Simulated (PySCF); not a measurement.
## Bond length, frequency and bond energy of CsRb by level of theory

State: ¹Σ⁺ (singlet), closed shell. Set-up: basis Cs def2-SVPD with ECP46, Rb def2-SVPD with ECP28; scalar-relativistic core potentials; PySCF 2.14. De refers to Cs + Rb in their ground configurations, without counterpoise correction. A positive dipole means Cs(−)Rb(+).

```
      Level  Re (Å)  ωe (cm⁻¹)  De (eV)  μ (D)  CPU s a point (SCF and correlation, without the integrals)
    RHF-MP2   4.472       47.9    0.239    n/a                                                        0.12
RHF-SCS-MP2   4.528       46.7    0.286    n/a                                                         n/a
   RHF-CCSD   4.551       44.7    0.315    n/a                                                         n/a
RHF-CCSD(T)   4.571       42.9    0.363    n/a                                                         3.3
        LDA   4.324       50.6     0.59  -0.96                                                         0.4
        PBE   4.515       47.0     0.51  -1.10                                                        0.54
       TPSS   4.636       45.1     0.57  -1.29                                                         1.3
     r²SCAN   4.613       46.4    0.297  -1.44                                                        0.82
       PBE0   4.533       48.4    0.426  -1.30                                                        0.93
    LC-ωPBE   4.620       50.0    0.283  -1.91                                                        0.55
     B2PLYP   4.492       47.4    0.378  -1.43                                                        0.49
```

(1) Which functional lies closest to RHF-CCSD(T) in De, which farthest, and by how much do they differ from it?

(2) What does a quarter of exact exchange do here, going from PBE to PBE0?

(3) What does the step from GGA to meta-GGA do here, going from PBE to r²SCAN?

Correlated steps freeze no core orbitals. Closed-shell solutions of metal pairs were not tested for spin polarisation, which can lower them a little. The bond is weak. Basis-set superposition, not corrected here, can be much of De in a small basis, most of all at correlated wavefunction levels. Functionals without a dispersion term scatter widely for such bonds, and LDA overbinds them. Spin–orbit coupling is left out. Where the molecule has an RHF reference, its open-shell atoms are computed with UHF. B2PLYP dipoles, levels and charges come from its SCF part alone.

The whole job (state search and all levels along the bond) took about 2.1 min on 1 thread of Arm Neoverse V1 (shared host), peak memory 0.71 GiB.

Results:

(1) Closest is B2PLYP (-7.9 pm in Re, +10.5 % in ωe, +0.02 eV in De against RHF-CCSD(T) in the same basis), farthest LDA (-24.7 pm in Re, +17.9 % in ωe, +0.23 eV in De). CCSD(T) converges more slowly with the basis than the functionals do and binds too weakly in this one, so the order can change at the basis-set limit.

(2) PBE0 less PBE: +1.8 pm in Re, +3.0 % in ωe, -0.08 eV in De. Exact exchange removes part of the self-interaction that spreads semilocal densities, and in most molecules shortens and stiffens the bond and lowers De; here Re goes the other way.

(3) r²SCAN less PBE: +9.8 pm in Re, -1.3 % in ωe, -0.21 eV in De.
